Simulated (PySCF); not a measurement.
SnBr, SMILES [Sn+][Br] (connectivity only; charge and spin as stated), charge +1, multiplicity 1. Geometry optimised at PBE-D3(BJ)/def2-TZVP. The spin state was assumed, not searched. The def2 effective core potentials stand for the cores of Sn; spin–orbit coupling is left out.

Level of theory: PBE-D3(BJ)/def2-TZVP (PySCF 2.14.0).

Harmonic wavenumbers (cm⁻¹): 286. Rotational constants (GHz): 1.797 (linear); symmetry number 1.

### Question
Work out the zero-point energy and the ideal-gas rigid-rotor harmonic-oscillator thermochemistry at 298.15 K and 1 atm.

### Answer
ZPE = ½ Σ hcν = ½ × 286 cm⁻¹ = 0.41 kcal/mol. H − E(el) = 2.76 kcal/mol. Entropy in cal/(mol K): translation 41.76, rotation 18.18, vibration 1.49, total 61.44. G − E(el) = -15.56 kcal/mol. Cp = 8.65 cal/(mol K).
